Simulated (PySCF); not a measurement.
A calculated (B2PLYP, PySCF 2.14, ANO-RCC-VTZP, the spin-free X2C one-electron Hamiltonian (Gaussian nucleus)) atom or ion has these occupied shells.

| shell | electrons | orbital energy (eV) | rms radius, mean of both spins (bohr) |
| --- | --- | --- | --- |
| 1s β | 1 | -37409.3 | 0.0292 |
| 1s α | 1 | -37409.3 | 0.0292 |
| 2s α | 1 | -5968.2 | 0.119 |
| 2s β | 1 | -5968.1 | 0.119 |
| 2p α | 3 | -5353.8 | 0.106 |
| 2p β | 3 | -5353.7 | 0.106 |
| 3s α | 1 | -1282.3 | 0.311 |
| 3s β | 1 | -1282.2 | 0.311 |
| 3p α | 3 | -1082.1 | 0.311 |
| 3p β | 3 | -1082.1 | 0.311 |
| 3d α | 5 | -788.81 | 0.289 |
| 3d β | 5 | -788.77 | 0.289 |
| 4s α | 1 | -259.93 | 0.716 |
| 4s β | 1 | -259.88 | 0.716 |
| 4p α | 3 | -193.73 | 0.762 |
| 4p β | 3 | -193.68 | 0.762 |
| 4d α | 5 | -95.362 | 0.862 |
| 4d β | 5 | -95.294 | 0.862 |
| 5s α | 1 | -36.634 | 1.76 |
| 5s β | 1 | -36.243 | 1.76 |
| 5p α | 3 | -19.917 | 2.08 |
| 5p β | 3 | -19.213 | 2.08 |
| 5d α | 2 | -2.245 | 4.49 |

**Question.** Name the element and its charge.

**Answer.** Ba (barium, neutral), in [Xe] 5d2, high-spin 3F determinant (an excited configuration).
